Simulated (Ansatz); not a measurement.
C3H7FGeO (`CC(C)[O][Ge][F]`) from Hartree–Fock to CCSD(T)

Cartesian coordinates in Å:
```
C -1.413 -0.244 0.452
C -0.059 -0.230 -0.226
C 0.112 0.958 -1.150
O 0.950 -0.178 0.775
Ge 2.160 -1.464 0.940
F 2.998 -0.732 2.293
H -1.534 0.653 1.063
H -2.216 -0.273 -0.289
H -1.512 -1.116 1.102
H 0.047 -1.154 -0.819
H -0.657 0.957 -1.926
H 0.033 1.887 -0.581
H 1.091 0.936 -1.633
```

Charge 0, multiplicity 1. Correlated methods include outer-core shells of Ge, which these sets cover unevenly. Scalar relativity is left out up to krypton. The structure was optimised at the PBE0-D4/def2-TZVP level. It is one conformer, not always the lowest. Frozen core, restricted reference, Ansatz 0.2.0.

```tsv
basis	HF (Eh)	MP2 corr.
def2-SVP	-2366.91654	-1.01282
def2-TZVPP	-2367.53553	-1.24274
def2-QZVPP	-2367.59213	-1.58391
```

Task: Estimate the CCSD correlation energy and the (T) correction in each basis where they were run (hartree).

Result: 
| basis | CCSD corr. | (T) |
| --- | --- | --- |
| def2-SVP | -1.05425 | -0.02963 |
| def2-TZVPP | -1.27288 | -0.04904 |
